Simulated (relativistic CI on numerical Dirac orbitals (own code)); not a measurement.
## Electric-dipole lines of Cu²²⁺

Calculated at this level of theory: Dirac-Coulomb-Breit CI, orbitals from a KLI potential per configuration, model QED, unscaled Slater integrals (own radial code, finite nucleus).

CI space (outside the closed core 1s2): 2s²2p³, 2s2p⁴, 2p⁵, 2p⁴3s, 2p⁴3p, 2p⁴3d, 2s²2p²3s, 2s²2p²3p, 2s²2p²3d, 2s2p³3s, 2s2p³3p, 2s2p³3d, 2s²2p²4s, 2s²2p²4p, 2s²2p²4d, 2s²2p²4f. Levels of other configurations are missing.

```
λ vac (Å)              Lower                 Upper   A (s⁻¹)  E lower (Ry)  E upper (Ry)
   9.9333  2s²2p³ ²P°1/2 [4]   2s²2p²3d ²D3/2 [86]  2.35e+13         3.011        94.749
   9.9337  2s²2p³ ⁴S°3/2 [1]   2s²2p²3d ⁴P1/2 [58]  3.13e+13         0.000        91.735
   9.9425  2s²2p³ ⁴S°3/2 [1]   2s²2p²3d ⁴P3/2 [57]  3.22e+13         0.000        91.654
   9.9449  2s²2p³ ²D°3/2 [2]   2s²2p²3d ²D5/2 [72]  1.36e+13         1.581        93.213
   9.9489  2s²2p³ ²D°3/2 [2]   2s²2p²3d ²D3/2 [69]  1.93e+13         1.581        93.176
   9.9562  2s²2p³ ⁴S°3/2 [1]   2s²2p²3d ⁴D5/2 [55]  1.87e+13         0.000        91.527
   9.9767  2s²2p³ ²D°5/2 [3]   2s²2p²3d ²F7/2 [77]  4.06e+13         2.128        93.468
   9.9813    2s2p⁴ ⁴P5/2 [6]  2s2p³3d ⁴S°3/2 [160]  2.43e+13         8.215        99.513
   10.001  2s²2p³ ⁴S°3/2 [1]   2s²2p²3d ²F5/2 [51]  9.33e+12         0.000        91.119
   10.005  2s²2p³ ²D°5/2 [3]   2s²2p²3d ²D5/2 [72]  1.73e+13         2.128        93.213
   10.011    2s2p⁴ ⁴P5/2 [6]  2s2p³3d ⁴D°5/2 [156]  2.88e+13         8.215        99.245
   10.024    2s2p⁴ ⁴P5/2 [6]  2s2p³3d ⁴D°7/2 [153]  2.78e+13         8.215        99.120
   10.064  2s²2p³ ²P°3/2 [5]   2s²2p²3d ²D5/2 [85]  2.52e+13         4.093        94.643
   10.068  2s²2p³ ²D°3/2 [2]   2s²2p²3d ²D5/2 [62]  3.06e+13         1.581        92.091
   10.143  2s²2p³ ²D°5/2 [3]   2s²2p²3d ²F7/2 [61]  1.87e+13         2.128        91.968
   10.150  2s²2p³ ²P°3/2 [5]   2s²2p²3d ²D5/2 [82]  2.59e+13         4.093        93.871
   10.157  2s²2p³ ²P°3/2 [5]   2s²2p²3d ²P3/2 [81]  2.61e+13         4.093        93.810
   10.177    2s2p⁴ ⁴P3/2 [7]  2s2p³3d ⁴D°5/2 [144]  2.13e+13         9.224        98.769
   10.192   2s2p⁴ ²D5/2 [10]  2s2p³3d ²F°7/2 [186]  1.74e+13        11.783       101.194
   10.332    2s2p⁴ ⁴P5/2 [6]  2s2p³3d ⁴D°7/2 [111]  1.61e+13         8.215        96.415
```

Terms are leading LS components. Brackets give the number of a level in order of energy, since labels repeat. The list gives strong lines, with weight on those to low levels, without lines whose two gauges differ by over a factor of 2.5, among the lowest 200 of 359 levels, so that lines to higher ones, which can be the strongest, are missing. Levels whose partners in the same complex of configurations lie outside the list can be far off, and so can their lines. Rates are taken at the computed energies, electric ones in the length gauge.

At this charge energies of transitions that change n are usually good to better than 1 %, and those within a shell (Δn = 0) to a few per cent.

LS names give the leading component of a level, which can be under half, so a name can repeat, a term be missing and a line seem to break the LS rules.
